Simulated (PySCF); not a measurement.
**Working out the ionisation energy of Br²⁺**

Br²⁺ [Ar] 3d10 4s2 4p3 (4S) → Br³⁺ [Ar] 3d10 4s2 4p2 (3P). Computed with PySCF 2.14 in aug-cc-pVDZ-DK, with the spin-free X2C one-electron Hamiltonian (Gaussian nucleus). Frozen: [Ar] 3d10. Energies in hartree (1 hartree = 27.21139 eV):

| part | Br²⁺ (lower) | Br³⁺ (upper) |
| --- | --- | --- |
| UHF | -2603.161868 | -2601.889477 |
| CCSD correlation | -0.071594 | -0.060701 |
| (T) | -0.000644 | -0.000505 |

Question: What does Hartree-Fock give?

Answer: (-2601.889477) − (-2603.161868) = 1.272391 hartree = 34.624 eV.

Question: What do CCSD and CCSD(T) give?

Answer: The CCSD correlation energies differ by 0.010893 hartree = 0.296 eV and the triples by 0.000139 hartree = 0.004 eV, so CCSD gives 34.920 eV and CCSD(T) 34.924 eV.

A first-order spin-orbit estimate adds -0.413 eV to CCSD(T) (valence), giving 34.511 eV against 34.871 ± 0.019 eV (measured; NIST Atomic Spectra Database, ionization energies).

A double-zeta basis recovers only part of the correlation energy.

What remains against the reference includes basis incompleteness, the frozen core and higher excitations.
